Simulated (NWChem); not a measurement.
# C$_{2}$H$_{2}$ClF; SMILES Cl/C=C\F

Give the equilibrium geometry at B3LYP/6-31G* (spherical d) (NWChem) as a list of bonds and angles, with the point group.

point group Cs; any orientation.
Bond lengths (Å): F1–C2 1.337, C2–C3 1.329, C2–H5 1.086, C3–Cl4 1.736, C3–H6 1.082. Bond angles (°): F1–C2–C3 123.5, F1–C2–H5 113.6, C3–C2–H5 122.9, C2–C3–Cl4 123.2, C2–C3–H6 121.2, Cl4–C3–H6 115.5.
